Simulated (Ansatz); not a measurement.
`S[SiH2]BCl` + `CB(F)CCl` → `FB(CCl)[SiH2]S` + `CBCl`  (redistribution)

Computed with Ansatz on PBE0-D4/def2-TZVP structures; ΔE is electronic, products minus reactants. CBS: MP2 limit from def2 TZ/QZ plus the TZ coupled-cluster correction, frozen cores. DFT in def2-TZVPP. One conformer a species, not always the lowest.

```
             level  ΔE (eV)
           PBE0-D4    -0.01
           ωB97X-V     0.00
            B2PLYP     0.03
SCS-MP2/def2-TZVPP     0.02
   CCSD/def2-TZVPP     0.03
     HF/def2-QZVPP     0.09
    MP2/def2-QZVPP     0.00
    CCSD/CBS(def2)     0.03
```

(1) What does CCSD(T)/CBS give? (An estimate is asked.)

Largest T1 diagnostic among the species: 0.013.

Answers

(1) Ansatz gave: +0.01 eV. The listed levels differ from it by -0.02, -0.01, 0.02, 0.01, 0.02, 0.08, -0.01, 0.02 eV.

The D4 term adds −0.04 eV with B3LYP and −0.02 eV with PBE0; it sums over pairs of atoms, weighted by their polarisabilities, and B3LYP, whose exchange is more repulsive, gets the larger term. In def2-TZVPP, CCSD(T) changes the Hartree–Fock value by −0.07 eV (the triples alone add −0.02 eV) and MP2 by −0.09 eV.

B3LYP here is the variant with VWN-RPA as its local correlation; programs differ in this.
